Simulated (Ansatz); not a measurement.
Start from `[OH][InH][B](Cl)Cl` and change one atom or group to get `[SiH3]OB(Cl)Cl`.

Ansatz, PBE0-D4/def2-TZVP geometries, multiplicity 1. Each molecule was computed in one conformer, which needn't be the lowest.

Elements past krypton have def2 core potentials.

```tsv
property	`[OH][InH][B](Cl)Cl`
LUMO energy (B3LYP/def2-TZVPP) / eV	-2.43
zero-point energy (PBE0-D4/def2-TZVP) / kJ/mol	67.1
HOMO energy (PBE0/def2-TZVPP) / eV	-7.55
LUMO energy (PBE/def2-TZVPP) / eV	-3.13
ideal-gas entropy at 298 K and 1 bar (rigid rotor, harmonic PBE0-D4/def2-TZVP) / J/(mol·K)	394
LUMO energy (ωB97M-V/def2-TZVPP) / eV	-0.27
```

Question: What does the change do to each property? (Best estimate.)

Answer: The calculation gave: 
```
                                                                                  property  `[SiH3]OB(Cl)Cl`  shift
                                                       LUMO energy (B3LYP/def2-TZVPP) / eV             -0.79   1.64
                                            zero-point energy (PBE0-D4/def2-TZVP) / kJ/mol              96.9   29.8
                                                        HOMO energy (PBE0/def2-TZVPP) / eV             -9.00  -1.45
                                                         LUMO energy (PBE/def2-TZVPP) / eV             -1.58   1.55
ideal-gas entropy at 298 K and 1 bar (rigid rotor, harmonic PBE0-D4/def2-TZVP) / J/(mol·K)               357    -37
                                                     LUMO energy (ωB97M-V/def2-TZVPP) / eV              1.48   1.75
```

With PBE0 the HOMO falls by 1.45 eV and the LUMO rises by 1.68 eV, so the gap widens by about 3.13 eV. PBE moves the HOMO by -1.20 eV and ωB97M-V by -1.64 eV. The zero-point energy changes by 29.8 kJ/mol with +3 modes. Modes under 60 cm⁻¹, often nearly free rotors, make the harmonic entropy too high.

B3LYP here is the variant with VWN-RPA as its local correlation; programs differ in this.
